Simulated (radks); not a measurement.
Spherical quantum dot in the effective-mass picture: electrons in a parabolic well V = omega^2 r^2 / 2 with omega = 2.19, all in effective atomic units (hartree* = m*/eps^2 hartree, bohr* = eps/m* bohr), one dielectric constant everywhere. Calculated with a radial shooting solver with Libxc functionals: non-relativistic Kohn-Sham, r2SCAN, spin-polarised, spherical densities, generalised Kohn-Sham scheme. Levels are named by radial order and angular momentum (1s, 1p, 1d, 2s, ...), and open shells are averaged over m. Results are scaled to m* = 0.364 and eps = 14.7, for which hartree* = 45.84 meV and bohr* = 2.137 nm.

N = 2, configuration 1s2. This is the lowest configuration that the search found. Occupied and some empty levels:

level,occupation,eigenvalue (meV),<r> (nm)
1s,2,219.05,1.705
1p,0,313.98,2.227
1d,0,413.50,2.635
2s,0,418.26,2.437

Energy (meV): total 352.330, kinetic 138.29, external 164.08, Hartree 103.35, exchange-correlation -53.385.

Electron density:

r (nm),n(r) (e/nm^3)
0.0739,0.09986
0.259,0.09739
0.445,0.09235
0.631,0.08511
0.816,0.07622
1.00,0.06628
1.19,0.05593
1.37,0.04579
1.56,0.03633
1.74,0.02792
1.93,0.02078
2.12,0.01497
2.30,0.01041
2.49,0.007043
2.67,0.004587
2.86,0.002888
3.04,0.001758
3.23,0.001034
3.42,0.0005882
3.60,0.0003256
